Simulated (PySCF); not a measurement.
Two species compared at the same levels of theory.

First species: C5H3OP.
Atom-mapped SMILES: `[P:1]#[C:2][c:3]1[cH:4][cH:5][cH:6][o:7]1` (hydrogens: H8 on C4; H9 on C5; H10 on C6)

Second species: C4H8NOP.
Cartesian coordinates in Å at the GFN2-xTB level; atoms count from 1:
```
atom  x, y, z in Å
C1     2.3486    0.2862   -0.0796
P2     0.7171    0.0440    0.6975
O3     0.6915   -0.9584    1.7648
C4    -0.4595   -0.3337   -0.6637
C5    -1.8304   -0.5720   -0.0284
C6    -2.3008    0.6461    0.5806
N7    -2.6591    1.6305    1.0380
H8     2.3214    1.0451   -0.8553
H9     3.0480    0.5784    0.7021
H10    2.6741   -0.6667   -0.4955
H11    0.3484    1.3217    1.1094
H12   -0.4928    0.4743   -1.3944
H13   -0.1105   -1.2471   -1.1549
H14   -2.5654   -0.9077   -0.7663
H15   -1.7350   -1.3328    0.7540
```

Levels: B3LYP/def2-SVPD for dipole moment, HOMO energy, LUMO energy, HOMO–LUMO gap, static isotropic polarisability and electronic spatial extent ⟨r²⟩ about the centre of nuclear charge; TDDFT B3LYP/def2-SVPD for lowest singlet excitation; TDA B3LYP/def2-SVPD for lowest triplet excitation (Tamm–Dancoff); GFN2-xTB for rotational constant A and rotational constant C. Geometries: GFN2-xTB. All species are isolated and taken at one optimised geometry, non-relativistic unless stated; the electronic structure was computed with PySCF and density fitting.

Dipoles, sizes and rotational constants follow the conformer. The torsions of the flexible species, by atom-mapped SMILES:
- `[CH3:1][P@H:2](=[O:3])[CH2:4][CH2:5][C:6]#[N:7]`: C1–P2–C4–C5 179°, P2–C4–C5–C6 65°

```json
{"property": "dipole moment", "column X": "5.25 D", "column Y": "2.13 D"}
{"property": "HOMO energy", "column X": "-7.90 eV", "column Y": "-6.19 eV"}
{"property": "LUMO energy", "column X": "-0.18 eV", "column Y": "-2.04 eV"}
{"property": "HOMO–LUMO gap", "column X": "7.72 eV", "column Y": "4.15 eV"}
{"property": "lowest singlet excitation", "column X": "6.89 eV", "column Y": "3.38 eV"}
{"property": "lowest triplet excitation (Tamm–Dancoff)", "column X": "6.47 eV", "column Y": "2.38 eV"}
{"property": "static isotropic polarisability", "column X": "76.7 au", "column Y": "96.0 au"}
{"property": "electronic spatial extent ⟨r²⟩ about the centre of nuclear charge", "column X": "1027 bohr²", "column Y": "992 bohr²"}
{"property": "rotational constant A", "column X": "4.062 GHz", "column Y": "9.296 GHz"}
{"property": "rotational constant C", "column X": "1.267 GHz", "column Y": "1.058 GHz"}
```

(1) Which column belongs to which species?

(2) How does each property change from the first species to the second?

## Answers

(1) Column X is the second species and column Y the first. The first has 10 atoms and 56 electrons, the second 15 and 62.

(2) dipole moment +3.12 D; HOMO energy -1.71 eV; LUMO energy +1.86 eV; HOMO–LUMO gap +3.57 eV; lowest singlet excitation +3.51 eV; lowest triplet excitation (Tamm–Dancoff) +4.09 eV; static isotropic polarisability -19.3 au; electronic spatial extent ⟨r²⟩ about the centre of nuclear charge +35 bohr²; rotational constant A -5.234 GHz; rotational constant C +0.209 GHz.

On the first: The vertical singlet–triplet gap S1 − T1 is 1.00 eV (TDDFT singlet less Tamm–Dancoff triplet; S1: HOMO→LUMO+1, weight 0.97; T1: HOMO→LUMO, weight 0.96). No computed singlet falls in the visible range (750 to 380 nm, 1.65 to 3.26 eV); S1 lies 0.12 eV above its blue end.

On the second: The polarisability is 11.36 Å³ as a volume (1 au = 0.148185 Å³), or 1.24 au for each of the 62 electrons. S1 lies 0.83 eV below the HOMO–LUMO gap.
